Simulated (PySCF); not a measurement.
## How methods differ on the ionisation energy of Au

Au [Xe] 4f14 5d10 6s1 (2S) → Au⁺ [Xe] 4f14 5d10 (1S), as a difference of total energies. All numbers are calculated (PySCF 2.14, scalar relativity through the core potential, in def2-TZVPPD with the def2 core potential (60 electrons)). Correlated levels: valence and next inner shell: nothing frozen outside the core potential. The calculations carry no spin-orbit coupling.

```json
{"method": "UHF", "ionisation energy (eV)": "7.685", "error (eV)": "-1.541"}
{"method": "MP2 (valence and next inner shell)", "ionisation energy (eV)": "9.253", "error (eV)": "+0.027"}
{"method": "SCS-MP2 (valence and next inner shell)", "ionisation energy (eV)": "9.017", "error (eV)": "-0.209"}
{"method": "CCSD (valence and next inner shell)", "ionisation energy (eV)": "8.931", "error (eV)": "-0.295"}
{"method": "CCSD(T) (valence and next inner shell)", "ionisation energy (eV)": "9.035", "error (eV)": "-0.191"}
```

Reference: 9.226 eV (measured; NIST Atomic Spectra Database, ionization energies).

Errors of the correlated levels include the incompleteness of this basis.
